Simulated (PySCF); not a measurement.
Configurations of HoP

Unrestricted PBE0; Ho x2c-SVPall, P x2c-SVPall; spin-free X2C with a Gaussian nucleus (PySCF 2.14). The search starts from ions with several 4f fillings and holds each by maximum overlap.

The lowest solution has 2Ms+1 = 5, about 10.2 4f electrons, near 2.31 Å.

The lowest solution of each spin and filling, followed along the bond (rough minima from three points):

```json
{"2Ms+1": "5", "4f population": "10.15", "⟨S²⟩ at the start": "6.19", "R at minimum (Å)": "2.31", "Te (eV)": "0.00"}
{"2Ms+1": "7", "4f population": "10.11", "⟨S²⟩ at the start": "12.01", "R at minimum (Å)": "2.53", "Te (eV)": "0.20"}
{"2Ms+1": "3", "4f population": "10.27", "⟨S²⟩ at the start": "3.76", "R at minimum (Å)": "2.53", "Te (eV)": "0.28"}
{"2Ms+1": "3", "4f population": "10.94", "⟨S²⟩ at the start": "3.13", "R at minimum (Å)": "2.58", "Te (eV)": "0.34"}
```

Solutions at the starting distance of 2.355 Å, counted from the lowest; the search is not exhaustive:

| 2Ms+1 | 4f population | E (eV) | ⟨S²⟩ | ⟨Lz²⟩ | μ (D) |
| --- | --- | --- | --- | --- | --- |
| 5 | 10.15 | 0.00 | 6.19 | 12.0 | -6.49 |
| 5 | 10.04 | 0.19 | 6.29 | 9.0 | -6.44 |
| 7 | 10.11 | 0.25 | 12.01 | 12.9 | -5.29 |
| 7 | 10.09 | 0.26 | 12.01 | 13.1 | -5.30 |
| 5 | 10.08 | 0.31 | 6.99 | 12.8 | -5.50 |
| 5 | 10.08 | 0.33 | 6.99 | 13.2 | -5.51 |
| 7 | 10.04 | 0.38 | 12.01 | 10.1 | -5.55 |
| 3 | 10.27 | 0.40 | 3.76 | 12.0 | -5.59 |
| 3 | 10.31 | 0.41 | 3.72 | 12.0 | -5.66 |
| 7 | 10.13 | 0.48 | 12.01 | 12.1 | -5.38 |
| 3 | 10.94 | 0.59 | 3.13 | 13.6 | -6.60 |
| 3 | 10.13 | 0.76 | 4.00 | 12.0 | -5.28 |
| 5 | 10.71 | 0.80 | 6.02 | 9.0 | -8.21 |

Partly filled real f orbitals mix terms, so no term symbols are given. A population far from a whole number shows f orbitals mixing with d and ligand orbitals, not a clean configuration. A positive dipole means Ho(−)P(+).

Spin–orbit coupling is left out. The state is the lowest single determinant that the PBE0 search found; with open d or f shells the true ground state can be another one.
